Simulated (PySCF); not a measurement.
Spectrum to structure. Level of theory: PySCF 2.14.0, density-fitted response routines, TDDFT B3LYP/def2-SVPD, vertical, gas phase, core orbitals frozen in the response. Geometries: GFN2-xTB, one conformer each.

```tsv
state	ν̃ (cm⁻¹)	f	main configurations (H = HOMO, L = LUMO)
S1	39800	0.0049	H→L (65%), H→L+1 (29%)
S2	41840	0.0016	H→L+1 (55%), H→L (30%), H→L+2 (10%)
S3	44320	0.0082	H→L+2 (83%)
S4	45990	0.0047	H→L+3 (77%), H→L+1 (9%)
S5	46500	0.0047	H-1→L (95%)
S6	48390	0.0094	H→L+4 (89%)
S7	49940	0.019	H-1→L+1 (96%)
S8	50790	0.035	H→L+5 (76%), H→L+6 (18%)
```

Problem. Which candidate is it? All have the formula C5H11PS.
A. `C(CC)[P@@H](C=C)=S`
B. `C=CCPCSC`
C. `C=CP(C)CSC`

Solution. B. Its S1, at 4.93 eV, is the highest among the candidates; the nearest of the others has S1 at 4.61 eV. S1 is HOMO→LUMO (65%), HOMO→LUMO+1 (29%). Löwdin shares by element: HOMO sulfur 64%, carbon 19% or more, phosphorus 8%; LUMO carbon 60% or more, hydrogen 6% or more (atoms not listed hold the other 34%). At the same level the other candidates give, for their lowest levels:
- `C=C[P@@H](=S)CCC`: 4.39 eV (f 0.000); 4.39 eV (f 0.008); 5.63 eV (f 0.032); 5.70 eV (f 0.007); 5.74 eV (f 0.038); T1 4.27 eV; HOMO -6.35, LUMO -1.12 eV
- `C=CP(C)CSC`: 4.61 eV (f 0.048); 5.07 eV (f 0.001); 5.28 eV (f 0.007); 5.57 eV (f 0.010); 5.85 eV (f 0.022); T1 4.12 eV; HOMO -5.99, LUMO -0.66 eV

Shape of the structure used: `[CH2:1]=[CH:2][CH2:3][PH:4][CH2:5][S:6][CH3:7]`: C1–C2–C3–P4 15°, C2–C3–P4–C5 75°, C3–P4–C5–S6 164°, P4–C5–S6–C7 65°.
Triplets come from the Tamm–Dancoff approximation.
